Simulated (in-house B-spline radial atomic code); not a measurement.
Values are calculated unless marked as measured or tabulated.
# Weak and strong correlation along the adiabatic connection

Two-electron singlets in several external potentials (atomic units), by full CI in B-splines with partial waves to l = 8 (correlation energies up to 0.6 % small). The repulsion is scaled by λ at fixed density; W(λ) is the mean repulsion less the Hartree energy, W(0) = E_x, and the area under W from 0 to 1 is E_xc.

One system gave this curve:

```json
{"λ": "0", "W (hartree)": "-1.8639"}
{"λ": "0.02", "W (hartree)": "-1.866"}
{"λ": "0.05", "W (hartree)": "-1.8691"}
{"λ": "0.12", "W (hartree)": "-1.8763"}
{"λ": "0.25", "W (hartree)": "-1.8893"}
{"λ": "0.4", "W (hartree)": "-1.9037"}
{"λ": "0.6", "W (hartree)": "-1.922"}
{"λ": "0.8", "W (hartree)": "-1.9394"}
{"λ": "1", "W (hartree)": "-1.956"}
{"λ": "1.4", "W (hartree)": "-1.9867"}
{"λ": "2", "W (hartree)": "-2.0274"}
{"λ": "3", "W (hartree)": "-2.0839"}
{"λ": "4.5", "W (hartree)": "-2.1491"}
{"λ": "7", "W (hartree)": "-2.2246"}
{"λ": "10", "W (hartree)": "-2.2843"}
```

(1) Which system is it?
A. −Z/r, Z = 0.917, wall at 0.997 bohr
B. −Z exp(−kr)/r, Z = 2.19, k = 0.181
C. −Z/r, Z = 0.504, wall at 1.99 bohr
D. −Z exp(−kr)/r, Z = 6.76, k = 2.56

Answers

(1) A. The exchange energy sets the size: −Z/r, Z = 0.917, wall at 0.997 bohr: E_x = -1.86, E_c = -0.048; −Z exp(−kr)/r, Z = 6.76, k = 2.56: E_x = -3.55, E_c = -0.0461; −Z exp(−kr)/r, Z = 2.19, k = 0.181: E_x = -1.13, E_c = -0.0424; −Z/r, Z = 0.504, wall at 1.99 bohr: E_x = -0.921, E_c = -0.0446 hartree.
